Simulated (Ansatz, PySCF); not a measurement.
PbS, SMILES [S]=[Pb] (connectivity only; charge and spin as stated), neutral, multiplicity 1. Atoms are numbered in the order given.

```xyz
2

Pb     0.0000     0.0000    -0.3765
S      0.0000     0.0000     1.9290
```

Geometry: B3LYP-D3(BJ)/def2-TZVP. The def2 effective core potentials stand for the cores of Pb; spin–orbit coupling is left out.

Two levels are set side by side: PBE-D3(BJ)/def2-TZVP (Ansatz, a program for electronic structure) and B3LYP-D3(BJ)/def2-TZVP (Ansatz). Each level has its own optimised geometry; the coordinates shown are those of the second. Frequencies come from the Hessian of PySCF at each geometry. Differences are taken from unrounded values.

| quantity | B3LYP-D3(BJ) |
|---|---|
| bond Pb1–S2 (Å) | 2.305 |
| highest harmonic wavenumber (cm⁻¹) | 435 |
| mean harmonic wavenumber (cm⁻¹) | 435 |
| zero-point energy (kcal/mol) | 0.62 |

Q: What does PBE-D3(BJ) give, and how far is it from B3LYP-D3(BJ)? (Estimate from the structure and the level; the computed values follow.)

A: 
| quantity | PBE-D3(BJ) | PBE-D3(BJ) minus B3LYP-D3(BJ) |
|---|---|---|
| bond Pb1–S2 (Å) | 2.313 | 0.008 |
| highest harmonic wavenumber (cm⁻¹) | 425 | -11 |
| mean harmonic wavenumber (cm⁻¹) | 425 | -11 |
| zero-point energy (kcal/mol) | 0.61 | -0.02 |
